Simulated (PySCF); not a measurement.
System: H₃N (cation, charge +1), doublet: umbrella (inversion) coordinate, bond length relaxed. Scanned: angle between the N-H bonds and the threefold axis (90 = planar). Other coordinates (N-H bond length) were minimised at PBE0/def2-TZVP.

Computed with CCSD(T) on UHF/cc-pVTZ, 1 core orbital frozen run with PySCF 2.14.0.

Scanned values (°): 90, 93, 96, 99, 102, 105, 108, 111, 114, 117, 120, 123, 126, 129, 132.

Q: At which scan points does the profile have its minima and maxima, and how high do they lie?

A: Lower than their neighbours: 90° (0.0 kJ/mol, end of the scan). Higher than their neighbours: 132° (370.1 kJ/mol, end of the scan). The whole profile spans 370.1 kJ/mol.
